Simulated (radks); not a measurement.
Results of a calculation; reference values are marked as such.
Q: Orbital eigenvalues (eV) of neutral praseodymium, [Xe] 4f3 6s2, of relativity; Dirac values are averaged over j with weights 2j + 1. Spin-unpolarised spherical Kohn-Sham, LDA (Slater exchange, Perdew-Wang correlation), point nucleus unless stated (finite: rms radius 4.8919 fm), a radial shooting solver on a logarithmic mesh with Libxc functionals. A level marked "c x" has the speed of light scaled by that factor and shares open shells by 2j + 1; other Dirac levels either fill j = l - 1/2 first or share by 2j + 1.

shell  non-rel.
2s      -6188.6
2p      -5861.8
3s      -1331.3
3p      -1188.9
3d      -922.84
4s      -260.61
4p      -207.16
4d      -113.04
5s      -35.264
5p      -21.168
4f      -4.2162
6s      -3.3885

Give the values at the level "Dirac, 2j+1 shares, finite nucleus".

A: 
shell  Dirac, 2j+1 shares, finite nucleus  change of magnitude (%)
2s                                -6712.1                    +8.46
2p                                -6025.7                    +2.80
3s                                -1447.6                    +8.73
3p                                -1228.2                    +3.30
3d                                -911.06                    -1.28
4s                                -287.29                   +10.24
4p                                -215.21                    +3.89
4d                                -110.23                    -2.48
5s                                -39.079                   +10.82
5p                                -21.624                    +2.16
4f                                -1.4337                   -66.00
6s                                -3.5903                    +5.96
